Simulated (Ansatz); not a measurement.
A nudged elastic band was laid between two geometries of CH7AlN2 (11 atoms, charge 0, multiplicity 1).

The calculation used Ansatz 0.2.0, RKS PBE0/def2-SVP.

- movable images: 5
- climbing image: yes
- spring: 5.0 eV/Å²
- optimiser: quadratic models (default)
- start path: IDPP
- force threshold: 0.03 eV/Å
- iteration limit: 60
- end points: relaxed

Initial state:

```xyz
11
Properties=species:S:1:pos:R:3
N -1.132 1.458 0.205
C 0.033 0.809 -0.357
N 0.506 -0.238 0.510
Al 0.801 -1.958 0.164
H -1.375 2.294 -0.322
H -1.937 0.834 0.176
H 0.800 1.596 -0.493
H -0.125 0.363 -1.362
H 0.646 0.124 1.451
H 0.495 -2.484 -1.304
H 1.352 -2.855 1.352
```

Final state:

```xyz
11
Properties=species:S:1:pos:R:3
N -1.208 1.464 -0.300
C 0.056 0.812 -0.534
N 0.499 -0.147 0.463
Al 0.711 -1.909 0.311
H -1.172 2.030 0.545
H -1.938 0.769 -0.152
H 0.815 1.607 -0.662
H -0.003 0.285 -1.501
H 0.716 0.303 1.350
H 0.370 -2.574 -1.090
H 1.220 -2.697 1.591
```

Q: Which bonds break or form, and what moves?

A: No bond is made or broken. The height of N1 over the plane of its neighbours goes from 0.37 to -0.38 Å.

Q: What energy profile does the band end with?

A: It converged. The highest image is number 3 of 0 to 6, 3.3 kcal/mol above the first end and 4.2 kcal/mol above the last; the last end lies 0.9 kcal/mol below the first. A vibrational analysis at the climbing image gives one clearly imaginary mode, 596i cm⁻¹: a first-order saddle point.

```
image  path coordinate (Å)  energy (kcal/mol)  height of N1 over the plane of its neighbours (Å)
    0                 0.00                0.0                                               0.37
    1                 0.28                0.3                                               0.36
    2                 0.55                1.3                                               0.28
    3                 0.83                3.3                                               0.02
    4                 1.12                0.7                                              -0.25
    5                 1.41               -0.7                                              -0.37
    6                 1.70               -0.9                                              -0.38
```

Q: What is the geometry of the highest image?

A: 
```xyz
11
Properties=species:S:1:pos:R:3
N -1.193 1.409 -0.087
C 0.013 0.759 -0.459
N 0.509 -0.214 0.500
Al 0.818 -1.952 0.283
H -1.213 2.391 0.127
H -2.070 0.912 -0.093
H 0.765 1.552 -0.630
H -0.084 0.227 -1.426
H 0.633 0.213 1.416
H 0.533 -2.586 -1.146
H 1.356 -2.769 1.535
```

Q: What are the harmonic wavenumbers there?

A: 596i, 92, 196, 227, 290, 460, 532, 591, 631, 743, 795, 898, 1115, 1138, 1180, 1320, 1378, 1438, 1473, 1596, 1937, 1942, 3001, 3051, 3589, 3673, 3809 cm⁻¹.

The band took 7 iterations and of the order of 2.5 core-minutes.

The run took 77 s on 2 threads of Arm Neoverse V1, with other jobs on the host, peak memory 0.19 GiB.
